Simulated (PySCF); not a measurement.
**HgO: frontier orbitals**

ωB97X at R = 2.295 Å; PySCF, scalar-relativistic core potentials, basis sets Hg def2-SVP with ECP60, O def2-SVP. State: ³Π (triplet), unpaired electrons σ ↑, π ↑. Only the outer orbitals are listed, counted within each symmetry, core potentials removing the inner ones.

| spin | orbital | occ. | ε (eV) | on Hg (%) | main shells (%) |
| --- | --- | --- | --- | --- | --- |
| α | 3π | 1 | -13.75 | 18 | 82 O p, 17 Hg d |
| α | 6σ | 1 | -13.31 | 46 | 54 O p, 33 Hg d, 12 Hg s |
| α | 3π | 1 | -11.97 | 6 | 94 O p |
| α | 7σ | 1 | -9.31 | 89 | 84 Hg s, 11 O p |
| α | 4π | 0 | 1.51 | 99 | 99 Hg p |
| α | 4π | 0 | 1.59 | 99 | 99 Hg p |
| α | 8σ | 0 | 2.97 | 102 | 98 Hg p |
| β | 3π | 1 | -10.65 | 5 | 95 O p |
| β | 6σ | 1 | -10.37 | 73 | 72 Hg s, 26 O p |
| β | 7σ | 0 | -1.78 | 47 | 54 O p, 25 Hg s, 19 Hg p |
| β | 3π | 0 | -0.90 | 19 | 81 O p, 18 Hg p |
| β | 4π | 0 | 1.65 | 98 | 98 Hg p |

Q: Which are the highest filled and the lowest empty level, where do they sit, and how wide is the gap?

A: Highest filled α 7σ at -9.31 eV (in %: 84 Hg s, 11 O p); lowest empty β 7σ at -1.78 eV (in %: 54 O p, 25 Hg s, 19 Hg p); the gap at ωB97X is 7.53 eV.

The bond order (Mayer) is 0.61, the ⟨S²⟩ is 2.017 and the charge on Hg (Mulliken, basis-dependent) is 0.18. The charge on Hg (Löwdin, basis-dependent) is 0.11. The dipole moment (positive dipole means Hg(−)O(+)) is -1.50 D.

Shares are Mulliken populations and can fall outside 0 to 100 %.

Spin–orbit coupling is left out. The state was picked by a PBE0 search and need not be the measured ground state.
